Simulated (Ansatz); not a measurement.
`[BH2][GeH2][BH]N` + HCl → `BCl` + `N[BH][GeH3]` at 700 K and 1 bar (cleavage of the B–Ge bond).

Gas-phase electronic energies from Ansatz, PBE0-D4/def2-TZVP geometries. CCSD(T)/CBS adds triple-zeta CCSD(T) − MP2 to the extrapolated MP2 energy (def2 sets, frozen cores). This one scheme is used for every species. For Ge outer-core shells are correlated without core-valence functions, which leaves a few kJ/mol of doubt a bond. Scalar relativity is left out up to krypton. One conformer a species, not always the lowest.

| species | CCSD(T)/CBS energy (Eh) | H − E (kJ/mol) | S (J/(mol·K)) |
| --- | --- | --- | --- |
| `[BH2][GeH2][BH]N` | -2184.61531 | 281.5 | 475.6 |
| HCl | -460.38127 | 38.4 | 211.8 |
| `BCl` | -485.78909 | 86.3 | 276.7 |
| `N[BH][GeH3]` | -2159.24602 | 230.3 | 405.1 |

H − E and S are ideal-gas, rigid-rotor, harmonic terms from PBE0-D4/def2-TZVP, for one conformer and one mirror image of each species. 1 Eh = 2625.50 kJ/mol, R = 8.31446 J/(mol·K).

By hand: ΔE, ΔH, ΔS and ΔG.

ΔE = (-485.78909) + (-2159.24602) − (-2184.61531) − (-460.38127) = -0.03853 Eh = -101.2 kJ/mol. Δ(H − E) = 86.3 + 230.3 − 281.5 − 38.4 = -3.3, so ΔH = -104.5 kJ/mol. ΔS = 276.7 + 405.1 − 475.6 − 211.8 = -5.6 J/(mol·K). ΔG = -104.5 − 700 × (-5.6)/1000 = -100.6 kJ/mol.

By hand: the equilibrium constant, and the temperature at which ΔG would vanish if ΔH and ΔS stayed fixed.

log₁₀ K = −ΔG/(RT ln 10) = 7.5. ΔG = 0 at ΔH/ΔS = 18661 K, far beyond where these terms or the molecules hold.

The number of gas molecules stays the same, so ΔS is small and ΔH decides. A doubt of 5 kJ/mol in ΔE shifts log₁₀ K by 0.4 here. Other conformers and mirror images would add mixing entropy, several J/(mol·K) or more a flexible species. Modes under 60 cm⁻¹, often nearly free rotors, make the harmonic entropy too high. These are equilibria of isolated gas molecules and say nothing of rates. Largest T1 diagnostic: 0.014 (customary marks: 0.02 for closed shells, 0.045 for open ones).
